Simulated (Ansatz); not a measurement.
Total energies of C2H4AlBr.

Z-matrix (Å, degrees):
```
C
C 1 1.535
Al 1 1.897 2 67.6
Br 1 2.066 2 103.3 3 72.3
H 1 1.085 2 124.8 3 -167.8
H 2 1.096 1 107.9 3 107.6
H 2 1.090 1 119.7 3 -124.4
H 3 1.568 1 149.8 2 -156.8
```

Total charge 0; spin multiplicity 1. Correlated methods include outer-core shells of Br, which these sets cover unevenly. Scalar relativity is left out up to krypton. The bonds changed during the relaxation, so this is another structure than the one it started from. The geometry is a stationary point of PBE0-D4/def2-TZVP. Basis def2-TZVPP, Ansatz 0.2.0.

RPA on PBE orbitals: Hartree–Fock energy of these orbitals -2892.30851 Eh, correlation -1.11975 Eh (frozen core).

```json
{"functional": "PBE", "energy without D4 (Eh)": "-2894.54598", "D4 term (kJ/mol)": "-17.7"}
{"functional": "BLYP", "energy without D4 (Eh)": "-2895.16116", "D4 term (kJ/mol)": "-39.1"}
{"functional": "r2SCAN", "energy without D4 (Eh)": "-2895.08709", "D4 term (kJ/mol)": "-3.9"}
{"functional": "B97M-V", "energy without D4 (Eh)": "-2894.66219", "D4 term (kJ/mol)": "–"}
{"functional": "B3LYP", "energy without D4 (Eh)": "-2895.22742", "D4 term (kJ/mol)": "-29.1"}
{"functional": "BHLYP", "energy without D4 (Eh)": "-2895.11228", "D4 term (kJ/mol)": "-24.4"}
{"functional": "LC-ωPBE", "energy without D4 (Eh)": "-2894.68026", "D4 term (kJ/mol)": "–"}
{"functional": "ωB97X-V", "energy without D4 (Eh)": "-2894.87632", "D4 term (kJ/mol)": "–"}
{"functional": "B2PLYP", "energy without D4 (Eh)": "-2894.59960", "D4 term (kJ/mol)": "–"}
{"functional": "PBE-QIDH", "energy without D4 (Eh)": "-2894.25618", "D4 term (kJ/mol)": "–"}
```

(1) Give the same for LDA (SPW92), revPBE, PBE0, r2SCANh, r2SCAN0, HSE06 (plane-wave form), CAM-B3LYP, ωB97M-V. (An estimate is asked.)

B3LYP takes the VWN-RPA correlation (the form of Gaussian; ORCA's B3LYP/G). HSE06 is the plane-wave form, built on full-range PBE exchange. The double hybrids freeze the cores in their second-order part.

## Answers

(1) Ansatz gave: 
| functional | energy without D4 (Eh) | D4 term (kJ/mol) |
| --- | --- | --- |
| LDA (SPW92) | -2889.82943 | – |
| revPBE | -2894.88093 | -50.6 |
| PBE0 | -2894.66720 | -14.9 |
| r2SCANh | -2895.08063 | -4.2 |
| r2SCAN0 | -2895.07207 | -4.7 |
| HSE06 (plane-wave form) | -2894.66102 | -14.0 |
| CAM-B3LYP | -2895.25435 | -15.3 |
| ωB97M-V | -2894.97558 | – |

LC-ωPBE has ω = 0.4 bohr⁻¹.
